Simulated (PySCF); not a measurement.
# Spinor energies of Yb (ytterbium, neutral)

Start: [Xe] 4f14 6s2. Calculated with PySCF 2.14 in x2c-TZVPall-2c (11s11p10d4f1g, 131 functions): generalised Hartree-Fock with the X2C-1e Hamiltonian and a Gaussian nucleus; one run each with spin-orbit coupling (SO) switched off, then screened by Boettger's factors.

```
spinor shell  electrons  ε, spin-free (eV)  ε, screened SO (eV)  weight of nominal j (screened SO)  rms radius, screened SO (bohr)
       1s1/2          2           -61647.4             -61632.0                              1.000                          0.0223
       2s1/2          2           -10576.8             -10572.2                              1.000                          0.0901
       2p1/2          2            -9320.4             -10064.4                              1.000                          0.0768
       2p3/2          4            -9320.4              -9012.0                              1.000                          0.0838
       3s1/2          2            -2440.1              -2438.7                              1.000                           0.231
       3p1/2          2            -2054.4              -2214.8                              1.000                           0.222
       3p3/2          4            -2054.4              -1987.1                              1.000                           0.237
       3d3/2          4            -1581.3              -1610.4                              1.000                           0.210
       3d5/2          6            -1581.3              -1560.9                              1.000                           0.214
       4s1/2          2            -507.70              -507.38                              1.000                           0.519
       4p1/2          2            -378.69              -415.38                              1.000                           0.531
       4d3/2          4            -205.70              -211.54                              1.000                           0.599
       4d5/2          6            -205.70              -201.66                              1.000                           0.611
       5s1/2          2            -66.232              -66.200                              1.000                            1.31
       5p1/2          2            -33.926              -38.517                              1.000                            1.49
       5p3/2          4            -33.926              -32.050                              1.000                            1.61
       4f5/2          6            -13.701              -14.554                              1.000                           0.852
       4f7/2          8            -13.701              -12.941                              1.000                           0.873
       6s1/2          2             -5.327               -5.331                              1.000                            4.53
```

Problem. Where does 4p3/2 lie, and what is the 4p spin-orbit splitting (screened SO)?

Solution. At -363.35 eV, 52.035 eV above 4p1/2.

```
   quantity     spin-free   screened SO
E (hartree)  -14049.14218  -14062.29003
        M_J             0             0
       ⟨J²⟩         0.000         0.000
       ⟨L²⟩         0.000         0.107
       ⟨S²⟩         0.000         0.107
```

Breit and QED terms are absent; they matter most for the inner s and p1/2 levels.

Densities and radii are taken from the X2C orbitals without a picture-change correction, which distorts them close to the nucleus.

Without spin-orbit coupling the j labels of p, d and f shells carry no meaning; the spin-free column gives the mean over the occupied spinors of each nl shell.
